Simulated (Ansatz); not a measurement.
Cost and result for the atomization energy of CH$_{7}$B$_{2}$ClSi (`CBB([SiH3])Cl`) (12 atoms, 11 bonds).

Z-matrix (Å, degrees):
```
C
B 1 1.560
H 1 1.091 2 116.3
H 1 1.093 2 113.2 3 128.7
H 1 1.102 2 104.3 3 -117.6
B 2 1.653 1 125.1 3 13.5
H 2 1.206 1 117.5 3 -166.4
Cl 6 1.757 2 120.8 1 88.0
Si 6 2.029 2 122.9 1 -91.6
H 9 1.489 6 112.8 2 -5.9
H 9 1.491 6 108.4 2 113.9
H 9 1.489 6 110.2 2 -127.5
```

Charge 0, multiplicity 1. The structure was optimised at the PBE0-D4/def2-TZVP level. It is one conformer, not always the lowest. Program: Ansatz. All runs use 4 threads of an AMD EPYC 9R45 on a shared host. Times are those of one run each, without the atoms' runs, and a repeat can differ threefold. Electronic energies, without spin–orbit coupling; frozen cores. CCSD(T)/CBS adds CCSD(T) − MP2 in def2-TZVPP to the MP2 limit, and its time is that of the two runs behind it. T1 = 0.013. B3LYP takes the VWN-RPA correlation (the form of Gaussian; ORCA's B3LYP/G).

CCSD(T)/CBS is a level of theory with its own doubt, some kJ/mol a heavy atom from the limit and from the frozen cores, so smaller differences don't rank the functionals.

| level | functions | wall time | atomization (kcal/mol) | difference from CCSD(T)/CBS | per bond |
| --- | --- | --- | --- | --- | --- |
| PBE-D4/def2-TZVPP (with forces) | 275 | 1.1 s | 993.7 | 16.9 | 1.5 |
| PBE0-D4/def2-TZVPP | 275 | 1.3 s | 987.1 | 10.3 | 0.9 |
| r2SCAN-D4/def2-TZVPP (with forces) | 275 | 1.7 s | 990.7 | 13.9 | 1.3 |
| B3LYP-D4/def2-TZVPP (with forces) | 275 | 1.9 s | 984.5 | 7.7 | 0.7 |
| B2PLYP/def2-TZVPP | 275 | 2.2 s | 971.7 | -5.1 | -0.5 |
| ωB97X-V/def2-TZVPP | 275 | 3 s | 986.7 | 9.9 | 0.9 |
| ωB97M-V/def2-TZVPP (with forces) | 275 | 4.2 s | 985.6 | 8.8 | 0.8 |
| MP2/def2-QZVPP | 521 | 8.5 s | 976.8 | 0.0 | 0.0 |
| CCSD(T)/def2-TZVPP | 275 | 46 s | 955.8 | -21.0 | -1.9 |
| CCSD(T)/CBS(def2) | – | 54 s | 976.8 | 0.0 | 0.0 |

From PBE to PBE0 (25 % exact exchange), in def2-TZVPP and without D4, the atomization energy moves by −5.8 kcal/mol: exact exchange takes away binding that semilocal exchange gives to molecules. In def2-TZVPP, CCSD(T) changes the Hartree–Fock value by +190.0 kcal/mol (the triples alone add +10.8 kcal/mol) and MP2 by +198.7 kcal/mol; breaking electron pairs costs correlation energy, which Hartree–Fock lacks. The D4 term adds +9.7 kcal/mol with B3LYP and +5.2 kcal/mol with PBE0; it sums over pairs of atoms, weighted by their polarisabilities, and B3LYP, whose exchange is more repulsive, gets the larger term.
